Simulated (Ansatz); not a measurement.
Basis sets compared for WO2Br2 (WBr₂O₂). Total charge 0; singlet. Geometry B3LYP-D4/def2-SVP. Ansatz on 4 threads of Arm Neoverse V1 on a shared host; times are rough, and most runs start from earlier orbitals.

Cartesian coordinates in Å:
```
W 0.040 -0.105 0.050
O -0.913 -1.451 0.482
O 1.650 -0.497 0.446
Br -0.655 1.811 1.369
Br -0.122 0.242 -2.348
```

In the def2 sets W takes a core potential; there is no spin–orbit coupling.

```
                          level  functions  energy (Eh)  HOMO (eV)  LUMO (eV)  wall time
                PBE-D4/def2-SVP        124   -5364.4760      -7.98      -4.07      1.9 s
               PBE-D4/def2-TZVP        198   -5365.3009      -7.99      -4.16      3.3 s
            r2SCAN-D4/def2-TZVP        198   -5366.1070      -8.38      -4.16      6.5 s
               PBE0-D4/def2-SVP        124   -5364.5601      -9.40      -3.53      3.1 s
PBE0-D4/def2-TZVP (with forces)        198   -5365.3899      -9.39      -3.55        7 s
```

Estimate the rows for PBE-D4/def2-TZVPD, r2SCAN-D4/def2-TZVPD, PBE0-D4/def2-TZVPD.


```csv
level,functions,energy (Eh),HOMO (eV),LUMO (eV),wall time
PBE-D4/def2-TZVPD,237,-5365.3031,-8.02,-4.19,4.6 s
r2SCAN-D4/def2-TZVPD,237,-5366.1091,-8.39,-4.16,9 s
PBE0-D4/def2-TZVPD,237,-5365.3920,-9.40,-3.57,8 s
```
